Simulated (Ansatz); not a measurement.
Stepwise reaction of `[CH3][Ge]([CH3])([F])[Cl]` with hydrogen fluoride, as a gas-phase model of exchange steps in deposition or etching. ΔE in kJ/mol.

Isolated molecules relaxed with PBE0-D4/def2-TZVP in Ansatz; ΔE leaves out vibrations. CBS: MP2 limit from def2 TZ/QZ plus the TZ coupled-cluster correction, frozen cores. This one scheme is used for every species. Functionals use def2-TZVPP. B3LYP here is the variant with VWN-RPA as its local correlation; programs differ in this. For Ge outer-core shells are correlated without core-valence functions, which leaves a few kJ/mol of doubt a bond. Scalar relativity is left out up to krypton.

| step | reaction | PBE-D4 | B3LYP-D4 | ωB97M-V | CCSD(T)/CBS |
| --- | --- | --- | --- | --- | --- |
| 2 | `[CH3][Ge]([F])([F])[Cl]` + H–F → `[F][Ge]([F])([F])[Cl]` + CH₄ | -40.6 | -46.8 | -46.2 | -36.7 |

Q: Give the row of step 1, `[CH3][Ge]([CH3])([F])[Cl]` + H–F → `[CH3][Ge]([F])([F])[Cl]` + CH₄. (Estimate.)

A: Computed: 
```json
{"step": "1", "reaction": "`[CH3][Ge]([CH3])([F])[Cl]` + H–F → `[CH3][Ge]([F])([F])[Cl]` + CH₄", "PBE-D4": "-72.5", "B3LYP-D4": "-79.4", "ωB97M-V": "-76.7", "CCSD(T)/CBS": "-67.3"}
```

Q: By hand: ΔE of the 2 steps together at CCSD(T)/CBS.

A: (-67.3) + (-36.7) = -104.0 kJ/mol, or -52.0 kJ/mol a step.

In ΔE each step is higher than the one before. All are downhill at CCSD(T)/CBS. PBE-D4 differs from CCSD(T)/CBS by -5.2 to -3.9 kJ/mol a step. Isolated molecules leave out the surface, adducts and barriers. Largest T1 diagnostic: 0.012.
